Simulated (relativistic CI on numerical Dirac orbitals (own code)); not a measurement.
**Hg LVIII: computed level list**

Computed by Dirac-Coulomb-Breit CI, KLI orbitals optimised for each configuration, a model potential for QED, unscaled Slater integrals (own radial code, finite nucleus).

CI space (outside the closed core [Ne]): 3s2 3p6 3d5, 3s2 3p5 3d6, 3s2 3p4 3d7, 3s 3p6 3d6, 3p6 3d7, 3s 3p5 3d7, 3s2 3p6 3d4 4s, 3s2 3p6 3d4 4p, 3s2 3p4 3d6 4s, 3s2 3p6 3d4 4d, 3s2 3p4 3d6 4p, 3s2 3p5 3d5 4s, 3s2 3p6 3d4 4f, 3s 3p5 3d6 4s, 3s2 3p5 3d5 4p, 3s 3p5 3d6 4p, 3s2 3p6 3d3 4s2, 3s 3p6 3d5 4s, 3s2 3p6 3d3 4s 4p, 3p6 3d6 4p. Levels of other configurations are missing.

```csv
No.,Configuration,Term,J,E (Ry),%,Landé g,jj configuration (%)
41,3p5 3d6(3P),4D°,7/2,33.5616,42,1.284,3p3/2^3 3d5/2^2 (97)
42,3p5 3d6(1D),2P°,1/2,34.0319,41,1.146,3p3/2^3 3d5/2^2 (97)
43,3p5 3d6(3F),4D°,7/2,35.3362,30,1.197,3p3/2^3 3d5/2^2 (98)
44,3p5 3d6(1S),2P°,3/2,35.7126,38,1.332,3p3/2^3 3d5/2^2 (93)
45,3p5 3d6(3F),2D°,5/2,36.9491,26,1.225,3p3/2^3 3d5/2^2 (94)
46,3p5 3d6(3P),2P°,3/2,37.0412,24,1.404,3p3/2^3 3d5/2^2 (95)
47,3p5 3d6(5D),6F°,11/2,39.5507,45,1.234,3p3/2^3 3d3/2^3 3d5/2^3 (96)
48,3p5 3d6(5D),6F°,9/2,39.5541,45,1.346,3p3/2^3 3d3/2^3 3d5/2^3 (96)
49,3p5 3d6(3G),4H°,13/2,39.9366,70,1.175,3p3/2^3 3d3/2^3 3d5/2^3 (99)
50,3p5 3d6(5D),4P°,5/2,40.2454,23,1.281,3p3/2^3 3d3/2^3 3d5/2^3 (96)
51,3p5 3d6(3F),2D°,3/2,40.2931,28,1.067,3p3/2^3 3d3/2^3 3d5/2^3 (98)
52,3p5 3d6(3F),4F°,7/2,40.3011,36,1.332,3p3/2^3 3d3/2^3 3d5/2^3 (98)
53,3p5 3d6(5D),6D°,9/2,40.5670,21,1.189,3p3/2^3 3d3/2^3 3d5/2^3 (97)
54,3p5 3d6(3H),4I°,15/2,40.6165,69,1.145,3p3/2^3 3d3/2^3 3d5/2^3 (99)
55,3p5 3d6(3G),2F°,7/2,40.7106,36,1.139,3p3/2^3 3d3/2^3 3d5/2^3 (99)
56,3p5 3d6(3P),4P°,1/2,40.9291,31,1.680,3p3/2^3 3d3/2^3 3d5/2^3 (96)
57,3p5 3d6(3H),2I°,13/2,41.2854,46,1.119,3p3/2^3 3d3/2^3 3d5/2^3 (100)
58,3p5 3d6(1F),2G°,9/2,41.2991,30,1.121,3p3/2^3 3d3/2^3 3d5/2^3 (98)
59,3p5 3d6(3F),4D°,3/2,41.3083,25,1.223,3p3/2^3 3d3/2^3 3d5/2^3 (97)
60,3p5 3d6(3G),4G°,11/2,41.3186,37,1.135,3p3/2^3 3d3/2^3 3d5/2^3 (98)
61,3p5 3d6(3P),4D°,7/2,41.5873,32,1.176,3p3/2^3 3d3/2^3 3d5/2^3 (97)
62,3p5 3d6(3P),4D°,5/2,41.9186,23,1.184,3p3/2^3 3d3/2^3 3d5/2^3 (96)
63,3p5 3d6(1F),2G°,9/2,42.3503,37,1.141,3p3/2^3 3d3/2^3 3d5/2^3 (98)
64,3p5 3d6(5D),4D°,5/2,42.3808,36,1.199,3p3/2^3 3d3/2^3 3d5/2^3 (97)
65,3p5 3d6(3F),4D°,3/2,42.4959,29,1.121,3p3/2^3 3d3/2^3 3d5/2^3 (94)
66,3p5 3d6(1F),2F°,7/2,42.9268,36,1.109,3p3/2^3 3d3/2^3 3d5/2^3 (96)
67,3p5 3d6(1G),2H°,11/2,42.9440,56,1.117,3p3/2^3 3d3/2^3 3d5/2^3 (97)
68,3p5 3d6(1G),2F°,5/2,43.0307,28,1.166,3p3/2^3 3d3/2^3 3d5/2^3 (94)
69,3p5 3d6(1G),2G°,7/2,43.1146,22,1.087,3p3/2^3 3d3/2^3 3d5/2^3 (96)
70,3p5 3d6(3P),2D°,3/2,43.2327,38,1.185,3p3/2^3 3d3/2^3 3d5/2^3 (97)
71,3p5 3d6(3F),4D°,5/2,43.3908,33,1.208,3p3/2^3 3d3/2^3 3d5/2^3 (97)
72,3p5 3d6(3D),4P°,1/2,43.5271,39,1.397,3p3/2^3 3d3/2^3 3d5/2^3 (95)
73,3p5 3d6(3F),2F°,5/2,43.6916,31,1.142,3p3/2^3 3d3/2^3 3d5/2^3 (95)
74,3p5 3d6(3G),2G°,9/2,43.7791,28,1.124,3p3/2^3 3d3/2^3 3d5/2^3 (97)
75,3p5 3d6(3G),2F°,7/2,43.8886,28,1.117,3p3/2^3 3d3/2^3 3d5/2^3 (96)
76,3p5 3d6(5D),6P°,3/2,43.9821,24,1.445,3p3/2^3 3d3/2^3 3d5/2^3 (91)
77,3p5 3d6(3H),2H°,11/2,44.0030,44,1.089,3p3/2^3 3d3/2^3 3d5/2^3 (97)
78,3p5 3d6(3F),4D°,1/2,44.2797,42,0.751,3p3/2^3 3d3/2^3 3d5/2^3 (97)
79,3p5 3d6(3F),2F°,7/2,44.3670,33,1.100,3p3/2^3 3d3/2^3 3d5/2^3 (97)
80,3p5 3d6(1F),2G°,9/2,44.4638,55,1.073,3p3/2^3 3d3/2^3 3d5/2^3 (97)
81,3p5 3d6(3D),4P°,3/2,44.5433,34,1.421,3p3/2^3 3d3/2^3 3d5/2^3 (95)
82,3p5 3d6(3H),2G°,9/2,45.0114,35,1.099,3p3/2^3 3d3/2^3 3d5/2^3 (96)
83,3p5 3d6(3D),2D°,5/2,45.0853,26,1.226,3p3/2^3 3d3/2^3 3d5/2^3 (96)
84,3p5 3d6(1D),2F°,7/2,45.4021,30,1.150,3p3/2^3 3d3/2^3 3d5/2^3 (96)
85,3p5 3d6(1G),2F°,5/2,45.4625,38,1.028,3p3/2^3 3d3/2^3 3d5/2^3 (96)
86,3p5 3d6(3P),2D°,3/2,45.5646,28,1.009,3p3/2^3 3d3/2^3 3d5/2^3 (95)
87,3p5 3d6(1G),2F°,5/2,46.1094,51,0.952,3p3/2^3 3d3/2^3 3d5/2^3 (92)
88,3p5 3d6(3F),2D°,3/2,46.1337,59,0.847,3p3/2^3 3d3/2^3 3d5/2^3 (95)
89,3p5 3d6(3P),2P°,1/2,46.1371,46,0.479,3p3/2^3 3d3/2^3 3d5/2^3 (90)
90,3p5 3d6(5D),6F°,7/2,47.2425,28,1.392,3p3/2^3 3d3/2^2 3d5/2^4 (97)
91,3p5 3d6(3F),4G°,11/2,47.6120,36,1.168,3p3/2^3 3d3/2^2 3d5/2^4 (98)
92,3p5 3d6(3F),4F°,9/2,47.9762,31,1.249,3p3/2^3 3d3/2^2 3d5/2^4 (95)
93,3p5 3d6(1S),2P°,3/2,48.1730,29,1.347,3p3/2^3 3d3/2^2 3d5/2^4 (97)
94,3p5 3d6(3H),4I°,13/2,48.3583,47,1.138,3p3/2^3 3d3/2^2 3d5/2^4 (100)
95,3p5 3d6(5D),4F°,5/2,48.4123,30,1.268,3p3/2^3 3d3/2^2 3d5/2^4 (96)
96,3p5 3d6(3D),4D°,7/2,48.5516,20,1.066,3p3/2^3 3d3/2^2 3d5/2^4 (98)
97,3p5 3d6(3D),4P°,1/2,48.6452,36,1.620,3p3/2^3 3d3/2^2 3d5/2^4 (97)
98,3p5 3d6(1I),2K°,15/2,48.6719,69,1.094,3p3/2^3 3d3/2^2 3d5/2^4 (99)
99,3p5 3d6(3P),4P°,5/2,49.1220,20,1.184,3p3/2^3 3d3/2^2 3d5/2^4 (95)
100,3p5 3d6(3G),4H°,9/2,49.2346,31,1.097,3p3/2^3 3d3/2^2 3d5/2^4 (98)
101,3p5 3d6(3G),2H°,9/2,49.2496,35,1.028,3p3/2^3 3d3/2^2 3d5/2^4 (98)
102,3s2 3p5 3d6,4F°,3/2,49.3591,21,1.267,3p3/2^3 3d3/2^2 3d5/2^4 (97)
103,3p5 3d6(3H),4G°,7/2,49.4669,26,1.145,3p3/2^3 3d3/2^2 3d5/2^4 (97)
104,3p5 3d6(1G),2H°,11/2,49.4695,38,1.091,3p3/2^3 3d3/2^2 3d5/2^4 (98)
105,3p5 3d6(3F),2F°,5/2,49.5374,25,1.174,3p3/2^3 3d3/2^2 3d5/2^4 (95)
106,3p5 3d6(3P),4D°,7/2,49.7424,23,1.196,3p3/2^3 3d3/2^2 3d5/2^4 (96)
107,3p5 3d6(3F),4G°,11/2,49.8438,32,1.105,3p3/2^3 3d3/2^2 3d5/2^4 (96)
108,3p5 3d6(1G),2G°,9/2,49.9983,39,1.105,3p3/2^3 3d3/2^2 3d5/2^4 (96)
109,3p5 3d6(1I),2I°,13/2,50.0960,57,1.068,3p3/2^3 3d3/2^2 3d5/2^4 (98)
110,3p5 3d6(1G),2F°,5/2,50.4662,37,0.981,3p3/2^3 3d3/2^2 3d5/2^4 (97)
```

Energies count from the lowest computed level; ° marks odd parity. Percentages are summed over parent terms; the parents shown are those of the largest component, closed shells are left out there. Filled j subshells are mostly left out of the jj labels.

The mean weight of the leading LS term, summed over parents, in these 70 levels is 36 %, and that of the leading jj configuration (from the same eigenvectors) 96 %, so jj coupling describes them better and the LS labels are nominal.

At this charge energies of transitions that change n are usually good to better than 1 %, and those within a shell (Δn = 0) to a few per cent.

LS names give the leading component of a level, which can be under half, so a name can repeat, a term be missing and a line seem to break the LS rules.
